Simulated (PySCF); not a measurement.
# Reading the logs of faulty runs: AlBH3O2 cation

Calculated results; nothing here was measured. The program is PySCF 2.14.0, an open-source quantum chemistry code, run on an isolated molecule that a program drew, which may never have been made. The molecule is AlBH3O2 cation (charge +1, singlet), drawn as the SMILES string `O[B+][O][AlH2]`.

Each row is a Hartree-Fock (HF) and frozen-core CCSD(T) single point in the cc-pV(D+d)Z basis, meant for a local HF minimum. Run 1 is clean. Each other run has one planted mistake out of seven kinds, and not every kind appears here: one electron removed, one electron added, multiplicity raised by two, geometry at a saddle point, minimal basis STO-3G, one bond length entered in bohr, all coordinates scaled. The reference is restricted for singlets and unrestricted otherwise, and also for a bond in bohr. Adding or removing an electron swaps singlet and doublet. Electrons count all cores. HOMO and LUMO are orbital energies over both spins, the gradient is its largest component, and the lowest frequency (negative if imaginary) is given only where the gradient is small. Bond lengths are over the 6 bonds as drawn. T1 is the CCSD diagnostic: over 0.02 (restricted) or 0.045 (unrestricted) a single reference is doubtful.

Geometry of the clean run:
```xyz
7
AlBH3O2 cation, angstrom
O    -2.6646    2.0820    0.2653
B    -1.7827    1.4431   -0.3821
O    -0.9428    0.7615   -0.9692
Al    0.2936   -0.3072   -1.8072
H    -2.9060    2.9963    0.1435
H     0.2711   -1.7316   -1.2011
H     1.0331    0.5019   -2.9009
```

| run | electrons | basis functions | <S^2> | HOMO (eV) | LUMO (eV) | gradient (hartree/bohr) | lowest frequency (cm^-1) | mean bond (Å) | longest bond (Å) | T1 | HF (hartree) | CCSD(T) (hartree) | mistake |
|---|---|---|---|---|---|---|---|---|---|---|---|---|---|
| 1 | 36 | 80 | 0.000 | -16.67 | -3.12 | 2.3e-05 | 85 | 1.3974 | 1.837 | 0.0148 | -417.98349 | -418.50751 | no fault |
| 2 | 36 | 80 | 0.000 | -16.86 | -3.07 | 4.6e-02 | - | 1.3457 | 1.769 | 0.0133 | -417.97159 | -418.48827 | all coordinates scaled |
| 3 | 35 | 80 | 0.849 | -24.13 | -14.66 | 4.9e-02 | - | 1.3974 | 1.837 | 0.0236 | -417.40887 | -417.90965 | ? |
| 4 | 36 | 27 | 0.000 | -15.09 | 2.51 | 4.0e-02 | - | 1.3974 | 1.837 | 0.0200 | -412.80846 | -413.01294 | ? |

**Which mistake was planted in run 3, and what did it cost?**

It counts 35 electrons, one fewer than the clean run, at the same geometry and basis. So the mistake is: one electron removed. Subtracting run 1 and multiplying by 627.51 kcal/mol a hartree, the energy moved by 360.6 kcal/mol in HF and 375.2 kcal/mol in CCSD(T).

**Which mistake was planted in run 4, and what did it cost?**

It has 27 basis functions where the clean run has 80, with the same electrons and geometry. So the mistake is: minimal basis STO-3G. Subtracting run 1 and multiplying by 627.51 kcal/mol a hartree, the energy moved by 3247.4 kcal/mol in HF and 3447.9 kcal/mol in CCSD(T).

